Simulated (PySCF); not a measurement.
## F⁺: ionisation energy

F⁺ [He] 2s2 2p4 (3P) → F²⁺ [He] 2s2 2p3 (4S), as a difference of total energies. Computed with PySCF 2.14 in cc-pVDZ (3s2p1d, 14 functions), with no relativity, point nucleus. Correlated levels: valence: 1s2 frozen. The calculations carry no spin-orbit coupling.

| method | ionisation energy (eV) |
| --- | --- |
| UHF | 33.410 |
| TPSS | 35.501 |
| LDA | 35.339 |
| MP2 (valence) | 34.227 |
| SCS-MP2 (valence) | 34.231 |
| CCSD (valence) | 34.233 |
| CCSD(T) (valence) | 34.244 |

Errors of the correlated levels include the incompleteness of this basis and the frozen core.

Q: Which method comes closest to the reference value, and which is furthest?

A: The reference is 34.950 eV (measured; NIST levels, between the centres of gravity of the two terms). Closest: LDA (error 0.389 eV); furthest: UHF (error -1.540 eV).
